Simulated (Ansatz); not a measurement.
Computed with Ansatz on PBE0-D4/def2-TZVP structures; ΔE is electronic, products minus reactants. CCSD(T)/CBS adds triple-zeta CCSD(T) − MP2 to the extrapolated MP2 energy (def2 sets, frozen cores). DFT in def2-TZVPP. One conformer a species, not always the lowest.

Consider the isomerisation: `CC1C[SiH2]O1` → `CC(C)[Si]O`.

```
        level  ΔE (kJ/mol)
       PBE-D4         18.4
 CAM-B3LYP-D4         26.7
         PBE0         30.7
HF/def2-TZVPP         41.7
```

(1) What does CCSD(T)/CBS give? (An estimate is asked.)

Largest T1 diagnostic among the species: 0.013.

Results:

(1) The calculation gave: +23.1 kJ/mol. The listed levels differ from it by -4.7, 3.6, 7.6, 18.6 kJ/mol.

Leaving LDA and LC-ωPBE aside and taking each functional with its dispersion term where it has one, the values, not all of them listed here, spread over 32.7 kJ/mol, from BLYP-D4 to ωB97X-V. LDA lies +7.1 kJ/mol from PBE without D4. In def2-TZVPP, CCSD(T) changes the Hartree–Fock value by −18.5 kJ/mol (the triples alone add −1.1 kJ/mol) and MP2 by −10.9 kJ/mol.

CCSD(T)/CBS has its own doubt, a few kJ/mol and more with outer-core shells, so smaller differences from it don't rank the levels.
